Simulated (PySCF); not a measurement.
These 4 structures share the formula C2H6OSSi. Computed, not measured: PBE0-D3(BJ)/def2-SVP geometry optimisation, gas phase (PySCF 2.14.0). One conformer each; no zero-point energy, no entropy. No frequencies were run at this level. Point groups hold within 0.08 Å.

Question: Order them by energy at this level, lowest first, and give relative energies in kcal/mol.
A. `[CH2:1]=[CH:2][S:3][SiH2:4][OH:5]` with C1–C2–S3–Si4 31°, C2–S3–Si4–O5 161°, S3–Si4–O5–H -58°
B. `[CH3:1][C:2](=[S:3])[SiH2:4][OH:5]` with C1–C2–Si4–O5 177°, C2–Si4–O5–H 3°
C. `[CH3:1][C:2](=[S:3])[O:4][SiH3:5]` with C1–C2–O4–Si5 -179°
D. `[O:1]=[S:2]1[CH2:3][SiH2:4][CH2:5]1` with O1–S2–C3–Si4 84°, S2–C3–Si4–C5 21°, C3–Si4–C5–S2 -21°, O1–S2–C5–Si4 -84°

Answer: A (0.0), C (3.6), B (6.5), D (59.7).

As drawn, the lowest has an O–H bond, an Si–O bond and a C=C bond outside aromatic rings, which the highest lacks; the highest has a four-membered ring, an Si–C bond and an S=O bond, which the lowest lacks.

```csv
SMILES,E (Eh),E rel (kcal/mol),dipole (D),point group,"A, B, C (MHz)"
C=CS[SiH2]O,-841.99928,0.0,1.61,C1,"6734, 1843, 1503"
CC(=S)O[SiH3],-841.99349,3.6,1.66,near Cs,"4812, 2373, 1638"
CC(=S)[SiH2]O,-841.98890,6.5,2.44,near Cs,"4231, 2481, 1610"
O=S1C[SiH2]C1,-841.90411,59.7,3.64,Cs,"5759, 2647, 2411"
```

Q: How do the relative energies change in single points at KT3/pcSseg-2 (no added dispersion term) on the same geometries?

A: 
| SMILES | PBE0-D3(BJ)/def2-SVP (kcal/mol) | KT3/pcSseg-2 (kcal/mol) | shift |
| --- | --- | --- | --- |
| C=CS[SiH2]O | 0.0 | 0.0 | 0.0 |
| CC(=S)O[SiH3] | 3.6 | 9.6 | +6.0 |
| CC(=S)[SiH2]O | 6.5 | 8.1 | +1.6 |
| O=S1C[SiH2]C1 | 59.7 | 46.2 | -13.5 |

Each column counts from its own lowest isomer. The lowest isomer stays, but the order above it changes; the largest shift is 13.5 kcal/mol.
